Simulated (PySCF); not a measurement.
C2H7BO2Si2, SMILES C(#C)[SiH2][SiH2]B(O)O, GFN2-xTB optimised geometry.

```
14

C     -2.42    -0.49    -4.08
C     -1.78    -1.21    -3.35
Si    -0.81    -2.28    -2.19
Si    -0.68    -1.34    -0.07
B      0.25     0.38     0.00
O      1.60     0.38     0.00
O     -0.48     1.53     0.00
H     -2.97     0.14    -4.72
H     -1.49    -3.58    -2.25
H      0.48    -2.46    -2.87
H     -0.04    -2.37     0.78
H     -2.06    -1.28     0.46
H      2.06     1.23     0.01
H     -0.02     2.37     0.00
```

Density from PySCF with PBE0/def2-TZVP at that geometry.

Minimum of the electron density along straight lines between bonded atoms, close to the bond critical point (lines longer than 1.1 times the sum of covalent radii, or with two minima, are not listed):

```tsv
bond	length / Å	ρ at the minimum / e bohr⁻³	∇²ρ there / e bohr⁻⁵	position (fraction from the first atom)
C1–C2	1.203	0.424	-1.30	0.53
C2–Si3	1.855	0.112	0.31	0.61
Si3–Si4	2.326	0.094	-0.14	0.63
Si4–B5	1.960	0.119	0.00	0.39
B5–O6	1.356	0.209	0.99	0.33
B5–O7	1.354	0.211	1.00	0.33
C1–H8	1.053	0.298	-1.14	0.66
Si3–H9	1.471	0.123	0.18	0.49
Si3–H10	1.475	0.122	0.17	0.49
Si4–H11	1.478	0.119	0.19	0.49
Si4–H12	1.475	0.120	0.19	0.49
O6–H13	0.961	0.359	-2.46	0.81
O7–H14	0.961	0.359	-2.46	0.81
```
